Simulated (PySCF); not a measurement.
## Electric field gradients and quadrupole coupling constants

C5H12O2Si.
SMILES with atom numbers: `[CH3:1][CH2:2][CH2:3][C:4](=[O:5])[CH2:6][SiH2:7][OH:8]` (hydrogens: H9, H10, H11 on C1; H12, H13 on C2; H14, H15 on C3; H16, H17 on C6; H18, H19 on Si7; H20 on O8)

Structure used (GFN2-xTB), in Å, numbered top down from 1:
```
atom  x, y, z in Å
C1    -3.1627   -0.1034    0.2042
C2    -1.8194   -0.1235   -0.5123
C3    -0.6782   -0.4994    0.4284
C4     0.6566   -0.5816   -0.2751
O5     0.7613   -0.5061   -1.4861
C6     1.8458   -0.6672    0.6024
Si7    2.7172    1.0485    0.4438
O8     2.7561    1.4192   -1.1248
H9    -3.1489    0.6093    1.0265
H10   -3.3995   -1.0859    0.6077
H11   -3.9548    0.1837   -0.4830
H12   -1.8478   -0.8391   -1.3357
H13   -1.6151    0.8594   -0.9417
H14   -0.5907    0.2265    1.2411
H15   -0.8736   -1.4744    0.8856
H16    2.5416   -1.4066    0.2107
H17    1.5921   -0.9149    1.6275
H18    4.0889    0.9299    0.9181
H19    1.9268    2.0316    1.1864
H20    2.1990    0.9048   -1.7216
```

Field gradients from the PBE0/pcSseg-1 density (PySCF, non-relativistic), principal values in atomic units, ordered |Vxx| ≤ |Vyy| ≤ |Vzz|:

```tsv
atom	Vxx	Vyy	Vzz
O5	0.6375	1.2542	-1.8916
O8	-0.3415	-1.0606	1.4021
```

**Question.** Find the asymmetry η = (Vxx − Vyy)/Vzz and the couplings χ = eQV/h (234.96 MHz × Q in barn × V in au), with Q(17O) = −0.0256 b.

**Answer.** 
| atom | environment | nucleus | η | χzz (MHz) | χxx (MHz) | χyy (MHz) |
| --- | --- | --- | --- | --- | --- | --- |
| O5 | ketone oxygen | 17O | 0.33 | 11.38 | -3.83 | -7.54 |
| O8 | silanol oxygen | 17O | 0.51 | -8.43 | 2.05 | 6.38 |

The tensor is traceless: Vxx + Vyy + Vzz = 0.

**Question.** What is Vzz at O8 in SI units (1 au = 9.71736 × 10²¹ V/m²)?

**Answer.** 1.4021 au = 13.625 × 10²¹ V/m².

**Question.** And the gradient at the other heavy atoms, for which no coupling is worked out here?

**Answer.** 
| atom | environment | Vzz (au) | η |
| --- | --- | --- | --- |
| C1 | methyl carbon | 0.046 | 0.22 |
| C2 | chain CH2 carbon | 0.083 | 0.85 |
| C3 | sp3 carbon next to a carbonyl | -0.029 | 0.95 |
| C4 | ketone carbonyl carbon | 0.590 | 0.08 |
| C6 | sp3 carbon bound to silicon | -0.062 | 0.87 |
| Si7 | oxygen-bound silicon | 0.379 | 0.82 |

**Question.** What couplings would deuterons (Q(2H) = 0.00286 b) have in place of the hydrogens, at this geometry?

**Answer.** 
```json
{"atom": "H9", "bonded to": "C1", "bond length (Å)": "1.088", "Vzz (au)": "0.3140", "η": "0.02", "χzz (kHz)": "211"}
{"atom": "H10", "bonded to": "C1", "bond length (Å)": "1.088", "Vzz (au)": "0.3141", "η": "0.02", "χzz (kHz)": "211"}
{"atom": "H11", "bonded to": "C1", "bond length (Å)": "1.087", "Vzz (au)": "0.3164", "η": "0.01", "χzz (kHz)": "213"}
{"atom": "H12", "bonded to": "C2", "bond length (Å)": "1.091", "Vzz (au)": "0.3029", "η": "0.03", "χzz (kHz)": "204"}
{"atom": "H13", "bonded to": "C2", "bond length (Å)": "1.092", "Vzz (au)": "0.3031", "η": "0.04", "χzz (kHz)": "204"}
{"atom": "H14", "bonded to": "C3", "bond length (Å)": "1.093", "Vzz (au)": "0.3009", "η": "0.04", "χzz (kHz)": "202"}
{"atom": "H15", "bonded to": "C3", "bond length (Å)": "1.094", "Vzz (au)": "0.3005", "η": "0.03", "χzz (kHz)": "202"}
{"atom": "H16", "bonded to": "C6", "bond length (Å)": "1.088", "Vzz (au)": "0.3165", "η": "0.04", "χzz (kHz)": "213"}
{"atom": "H17", "bonded to": "C6", "bond length (Å)": "1.085", "Vzz (au)": "0.3223", "η": "0.05", "χzz (kHz)": "217"}
{"atom": "H18", "bonded to": "Si7", "bond length (Å)": "1.456", "Vzz (au)": "0.1641", "η": "0.01", "χzz (kHz)": "110"}
{"atom": "H19", "bonded to": "Si7", "bond length (Å)": "1.464", "Vzz (au)": "0.1583", "η": "0.01", "χzz (kHz)": "106"}
{"atom": "H20", "bonded to": "O8", "bond length (Å)": "0.965", "Vzz (au)": "0.4469", "η": "0.07", "χzz (kHz)": "300"}
```

The structure is a single GFN2-xTB conformer in the gas phase; no vibrational or solvent corrections. GFN2-xTB bond lengths can be off by several hundredths of an ångström, more for odd bonds, and the gradients follow them. These gradients aren't converged with respect to the basis.
